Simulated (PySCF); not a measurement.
# PySCF run on K²⁺

The script input.py:

```python
from pyscf import gto, scf, solvent

mol = gto.M(
    atom='K 0 0 0',
    basis='6-311++g**',
    charge=2,
    spin=1,
    verbose=4,
)
mf = scf.ROHF(mol)
mf = solvent.PCM(mf)
mf.with_solvent.eps = 32.6
mf.kernel()
mf.analyze()
print('orbital energies (hartree):', mf.mo_energy[..., max(0, mol.nelec[1]-3):mol.nelec[0]+3].round(4))
```

```bash
$ OMP_NUM_THREADS=1 python input.py
```

It prints (some set-up lines and the per-cycle HOMO/LUMO lines with their warnings removed):

```
PySCF version 2.14.0

[INPUT] Symbol           X                Y                Z      unit          X                Y                Z       unit  Magmom
[INPUT]  1 K      0.000000000000   0.000000000000   0.000000000000 AA    0.000000000000   0.000000000000   0.000000000000 Bohr   0.0

nuclear repulsion = 0
number of shells = 19
number of NR pGTOs = 71
number of NR cGTOs = 43
basis = 6-311++g**
ecp = {}

******** <class 'pyscf.solvent._attach_solvent.PCMROHF'> ********
method = PCMROHF
initial guess = minao
damping factor = 0
level_shift factor = 0
DIIS = <class 'pyscf.scf.diis.CDIIS'>
SCF conv_tol = 1e-09
SCF max_cycles = 50
num. doubly occ = 8  num. singly occ = 1
******** <class 'pyscf.solvent.pcm.PCM'> (In testing) ********

WARN: PCM is an experimental feature. It is still in testing.
Features and APIs may be changed in the future.

lebedev_order = 29 (302 grids per sphere)
eps = 32.6
frozen = False
PCM E_diel = -0.000175513982215468
Solvent Energy = -0.000175513982215468
init E= -599.027877440063
PCM E_diel = -0.310936840960522
Solvent Energy = -0.310936840960522
cycle= 1 E= -598.134000873449  delta_E= 0.894  |g|= 0.521  |ddm|= 0.817
PCM E_diel = -0.310919532194814
Solvent Energy = -0.310919532194814
cycle= 2 E= -598.185475901736  delta_E= -0.0515  |g|= 0.154  |ddm|= 0.368
PCM E_diel = -0.310918945316084
Solvent Energy = -0.310918945316084
cycle= 3 E= -598.186833011147  delta_E= -0.00136  |g|= 0.011  |ddm|= 0.0476
PCM E_diel = -0.310918781432999
Solvent Energy = -0.310918781432999
cycle= 4 E= -598.18685057178  delta_E= -1.76e-05  |g|= 0.00127  |ddm|= 0.0078
PCM E_diel = -0.310918743713137
Solvent Energy = -0.310918743713137
cycle= 5 E= -598.186850958296  delta_E= -3.87e-07  |g|= 0.000114  |ddm|= 0.000993
PCM E_diel = -0.310918738252866
Solvent Energy = -0.310918738252866
cycle= 6 E= -598.186850962012  delta_E= -3.72e-09  |g|= 1.07e-05  |ddm|= 9.92e-05
PCM E_diel = -0.310918737688363
Solvent Energy = -0.310918737688363
cycle= 7 E= -598.186850962035  delta_E= -2.31e-11  |g|= 5.93e-07  |ddm|= 7.76e-06
PCM E_diel = -0.310918737743262
Solvent Energy = -0.310918737743262
Extra cycle  E= -598.186850962036  delta_E= -7.96e-13  |g|= 1.24e-07  |ddm|= 7.64e-07
converged SCF energy = -598.186850962036
**** SCF Summaries ****
Total Energy =                        -598.186850962035805
Nuclear Repulsion Energy =               0.000000000000000
One-electron Energy =                 -808.515329497915104
Two-electron Energy =                  210.639397273622535
Two-electron Coulomb Energy =          242.772834326641345
DFT Exchange-Correlation Energy =      -32.133437053018810
**** MO energy ****
                Roothaan           | alpha              | beta
MO #1   energy= -134.096928553688  | -134.105611556094  | -134.088245551283  occ= 2
MO #2   energy= -15.0283610539768  | -15.0363718297402  | -15.0203502782138  occ= 2
MO #3   energy= -12.0635782026338  | -12.0999341070228  | -12.0272222982012  occ= 2
MO #4   energy= -12.0584010207555  | -12.0622241336362  | -12.0545779078752  occ= 2
MO #5   energy= -12.0584010207541  | -12.0622241336349  | -12.0545779078739  occ= 2
MO #6   energy= -2.16675252772535  | -2.24409393473212  | -2.08941112071841  occ= 2
MO #7   energy= -1.38056935592433  | -1.40087366343964  | -1.36026504840815  occ= 2
MO #8   energy= -1.38056935589144  | -1.40087366340712  | -1.36026504837525  occ= 2
MO #9   energy= -1.12259191697741  | -1.48460783634198  | -0.760575997341817 occ= 1
MO #10  energy= -0.0835714451546705 | -0.0859458867776439 | -0.0811970035320215 occ= 0
MO #11  energy= -0.00274028382759335 | -0.00503352440777136 | -0.000447046185128383 occ= 0
MO #12  energy= -0.000570393506768536 | -0.00080494442673423 | -0.000335842586597697 occ= 0
[31 lines left out]
 ** Mulliken pop on meta-lowdin orthogonal AOs  **
 ** Mulliken pop  **
pop of  0 K 1s            1.99988
pop of  0 K 2s            1.99975
pop of  0 K 3s            1.99883
pop of  0 K 4s            0.00002
pop of  0 K 5s            0.00112
pop of  0 K 6s            0.00008
pop of  0 K 7s            0.00003
pop of  0 K 8s            0.00014
pop of  0 K 9s            0.00011
pop of  0 K 2px           1.99999
pop of  0 K 2py           1.99999
pop of  0 K 2pz           1.99997
[31 lines left out]
 ** Mulliken atomic charges  **
charge of    0K =      2.00000

WARN: System has nonzero charge 2; the dipole moment is origin-dependent.
Location of origin: [0. 0. 0.]

Dipole moment(X, Y, Z, Debye):  0.00000,  0.00000, -0.00000
orbital energies (hartree): [-2.1668e+00 -1.3806e+00 -1.3806e+00 -1.1226e+00 -8.3600e-02 -2.7000e-03
 -6.0000e-04]
```

In short: E(SCF) = -598.186851 Eh, 7 cycles.

Hardware: Arm Neoverse V2, 1 thread, shared host. Wall time 1.2 s.

No search for the lowest solution was made.
